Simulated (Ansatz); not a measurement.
# A geometry optimisation of AlBF2H3Sn+ with PBE0-D3(BJ)/def2-SVP

The starting geometry of this gas-phase singlet is a saddle point at PBE0-D3(BJ)/def2-SVP, pushed by 0.25 Å along its imaginary mode.

```yaml
atoms:
  - { symbol: Al, position_ang: [0.0590, 0.8980, 1.1738] }
  - { symbol: B, position_ang: [0.8007, 0.5322, -1.8321] }
  - { symbol: F, position_ang: [1.6009, 1.4689, 0.9234] }
  - { symbol: F, position_ang: [-0.1458, 0.5936, -0.7945] }
  - { symbol: Sn, position_ang: [-2.0773, 0.2946, 2.8826] }
  - { symbol: H, position_ang: [-1.3436, -1.3211, 2.6825] }
  - { symbol: H, position_ang: [0.5697, 1.3000, -2.7490] }
  - { symbol: H, position_ang: [1.6702, -0.2737, -1.6710] }
```

Task: Predict what it relaxes into with PBE0-D3(BJ)/def2-SVP.

Result: It keeps its bonds.

The energy falls by 0.02 eV over 27 steps:

```json
{"step": "1", "E − E(last) (eV)": "0.016"}
{"step": "4", "E − E(last) (eV)": "0.007"}
{"step": "7", "E − E(last) (eV)": "0.006"}
{"step": "10", "E − E(last) (eV)": "0.003"}
{"step": "13", "E − E(last) (eV)": "0.001"}
{"step": "15", "E − E(last) (eV)": "0.001"}
{"step": "18", "E − E(last) (eV)": "0.000"}
{"step": "21", "E − E(last) (eV)": "0.000"}
{"step": "24", "E − E(last) (eV)": "0.000"}
{"step": "27", "E − E(last) (eV)": "0.000"}
```

Final geometry (Å):

```xyz
8

Al    0.1838    0.8953    1.2666
B     0.7540    0.5518   -1.8542
F     1.7748    1.3128    1.1241
F    -0.0525    0.7098   -0.7166
Sn   -2.0611    0.3456    2.8600
H    -1.5234   -1.3045    2.4462
H     0.1897    0.7998   -2.8769
H     1.8684    0.1819   -1.6336
```

Frequencies at the end are all real (lowest 43 cm⁻¹). Atoms past krypton carry core potentials, without spin–orbit terms. Run with Ansatz 0.2.0, 94 s on 2 threads of Intel(R) Xeon(R) Platinum 8259CL CPU @ 2.50GHz (Skylake/Cascade Lake), on a shared host.
